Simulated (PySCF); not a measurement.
Computed IR spectrum (relative IR intensity) of a molecule C₅H₁₀O. Geometry: PBE-D3(BJ)/def2-SVP. One conformer was computed; it need not be the lowest. These are PBE-D3(BJ)/def2-SVP (PySCF) values and carry that method's errors. Harmonic, unscaled wavenumbers; measured fundamentals usually lie a few per cent lower.

```csv
ν (cm⁻¹),relative intensity
110,3.3
356,6.1
414,3.6
735,2.8
783,8.3
797,3.7
804,5.3
888,20
949,26
969,17
1004,8.1
1022,5.0
1058,8.4
1079,41
1117,98
1140,15
1177,72
1215,91
1245,2.5
1313,100
1336,53
1367,5.5
1378,23
1403,10
1426,2.6
1440,44
1460,5.2
2889,87
2926,82
2980,25
2999,61
3062,13
3070,8.5
3074,27
3079,24
3157,3.3
3169,10
```

Task: Identify the compound among the candidates.
A. C=C(C)COC
B. C/C=C/OCC
C. CC(=O)C(C)C
D. CCOC1CC1

Result: D, CCOC1CC1
